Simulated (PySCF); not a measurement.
AlF2GeH3.

```xyz
7

Al     0.5194    -0.5744     0.7544
F      2.1289    -0.9574     0.6308
F     -0.2651    -1.1377     2.1037
Ge    -0.6492     0.7280    -0.9511
H     -1.5309     1.8066    -0.2973
H      0.3451     1.4101    -1.9054
H     -1.5662    -0.1900    -1.7809
```

The structure is a stationary point at PBE0-D3(BJ)/def2-SVP.

All values below come from B3LYP/pcSseg-1 run with PySCF. Non-relativistic, no solvent.

Computed absolute GIAO shielding of each atom: isotropic value and principal components (ppm):
```csv
atom,σ(iso),σ11,σ22,σ33,span
Al1,439.3,384.1,409.6,524.3,140.2
F2,293.0,180.1,271.0,428.1,248.0
F3,293.4,180.7,270.9,428.7,248.1
Ge4,1720.6,1664.0,1720.8,1776.9,112.9
H5,28.1,22.2,22.7,39.5,17.4
H6,28.2,22.1,22.8,39.7,17.5
H7,28.1,22.2,22.7,39.4,17.2
```
